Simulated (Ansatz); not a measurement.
Calculation: Ansatz (a first-principles code) with CAM-B3LYP-D3(BJ)/def2-TZVP // PBE0-D3(BJ)/def2-SVP. Isolated molecules, 0 K electronic values unless said otherwise.  In the def2 sets, heavy atoms carry core potentials.

Reference species (SMILES): `[CH3][Sn]([Cl])([Cl])[Cl]` (neutral, multiplicity 1).

```
Quantity           Value
-------------  ---------
HOMO           -10.41 eV
LUMO            -1.24 eV
HOMO–LUMO gap    9.17 eV
dipole moment     3.52 D
```

After one change: the HOMO rises by 1.00 eV; the LUMO rises by 0.03 eV; the HOMO–LUMO gap drops by 0.96 eV; the dipole moment increases by 0.88 D.

Which change was made? The new species is one of these.
A) `C[CH2][Sn]([Cl])([Cl])[Cl]`
B) `FC(F)(F)[CH2][Sn]([Cl])([Cl])[Cl]`
C) `C=[CH][Sn]([Cl])([Cl])[Cl]`
D) `C[C](C)(C)[Sn]([Cl])([Cl])[Cl]`

D, `C[C](C)(C)[Sn]([Cl])([Cl])[Cl]`
